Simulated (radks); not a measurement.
Species: Li I. Configuration: [He] 2s1.

Calculated with a radial shooting solver on a logarithmic mesh with Libxc functionals: scalar-relativistic Kohn-Sham, PBE, spin-polarised, spherical densities, point nucleus; open shells are filled with parallel spins first.

Energy parts (eV):
part                    energy
total                 -203.079
kinetic                201.859
electron-nucleus      -466.143
Hartree                110.256
exchange-correlation   -49.051

Orbitals (lengths in bohr, moments of r in powers of bohr; r(90%) holds 90 % of the orbital's charge):
| orbital | occ. | eigenvalue (eV) | <r^4> | r(90%) |
|---|---|---|---|---|
| 1s up | 1 | -51.7414 | 0.6039 | 1.06 |
| 1s down | 1 | -51.5152 | 0.5986 | 1.06 |
| 2s up | 1 | -3.2280 | 531.3 | 5.94 |

The highest occupied level is 2s up at -3.228 eV. Summed over all electrons, <r^2> = 17.96 bohr^2, which gives a Langevin (diamagnetic) susceptibility term of -14.2 x 10^-6 cm^3/mol. For comparison, the ionisation energy in NIST's Atomic Spectra Database is 5.392 eV (measured). In exact Kohn-Sham theory the highest level is minus the ionisation energy, but local and semilocal functionals leave it too shallow, through self-interaction and a potential that decays too fast; potentials with the right tail come closer. The density falls to 0.001 e/bohr^3 at r = 4.16 bohr. Spin moment in Bohr magnetons: 1.
